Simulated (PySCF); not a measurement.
Compound: C6H10OS.
Atom-mapped SMILES: `[CH2:1]=[CH:2][CH2:3][CH2:4][C:5](=[S:6])[O:7][CH3:8]` (hydrogens: H9, H10 on C1; H11 on C2; H12, H13 on C3; H14, H15 on C4; H16, H17, H18 on C8)

Method: PySCF 2.14.0, density-fitted response routines, TDDFT B3LYP/def2-SVPD, vertical, gas phase, core orbitals frozen in the response. One conformer (not necessarily the lowest) at the GFN2-xTB geometry, without solvent, vibrations or thermal averaging. Torsions of this conformer, `[CH2:1]=[CH:2][CH2:3][CH2:4][C:5](=[S:6])[O:7][CH3:8]`: C1–C2–C3–C4 118°, C2–C3–C4–C5 -61°, C3–C4–C5–S6 -81°, C4–C5–O7–C8 -177°.

Computed states:

```
state  E (eV)       f
   S1    3.38  0.0003
   S2    5.05   0.019
   S3    5.46  0.0004
   S4    5.62   0.122
   S5    5.91   0.049
   S6    6.41   0.014
   S7    6.45   0.025
   S8    6.49  0.0018
```

Broadening: Gaussians 0.5 eV wide at half height, area fixed by f = 4.319×10⁻⁹ ∫ε dν̃. The width is an assumption, not a result. The curve ends short of the highest state used, and states not computed would add to its high-energy end.

Q: Give the broadened spectrum and its maxima.

A: 
(E (eV), ε (L mol⁻¹ cm⁻¹)): (2.63, 0), (2.74, 0), (2.85, 1), (2.96, 2), (3.08, 5), (3.19, 9), (3.30, 13), (3.41, 13), (3.53, 10), (3.64, 6), (3.75, 3), (3.86, 1), (3.98, 0), (4.09, 0), (4.20, 0), (4.31, 2), (4.43, 15), (4.54, 58), (4.65, 176), (4.76, 409), (4.88, 766), (4.99, 1074), (5.10, 1335), (5.21, 1809), (5.33, 3084), (5.44, 5017), (5.55, 6946), (5.66, 7850), (5.78, 7225), (5.89, 5693)

Maxima: 367 nm (3.38 eV), ε about 13, made up of S1 (100%); 219 nm (5.67 eV), ε about 7900, made up of S4 (81%) and S5 (18%) (ε in L mol⁻¹ cm⁻¹; maxima over ε = 5, shares over 10%).

Q: What would ε be at 5.67 eV, the highest of these maxima, with half the width (0.25 eV)?

A: About 12300 L mol⁻¹ cm⁻¹ against 7860, a factor of about 1.6; a lone state at its own centre would give exactly 2.

Q: Coming from long wavelengths, where does ε first pass 100 L mol⁻¹ cm⁻¹?

A: At about 270 nm (4.59 eV), 1.22 eV above S1.

Q: Does any computed singlet lie in the visible range?

A: No computed singlet lies in the visible range (380 to 750 nm); the lowest, at 367 nm, stands 0.11 eV above its violet end (3.26 eV); a Tamm–Dancoff triplet lies at 410 nm, without intensity as long as spin–orbit coupling is left out.
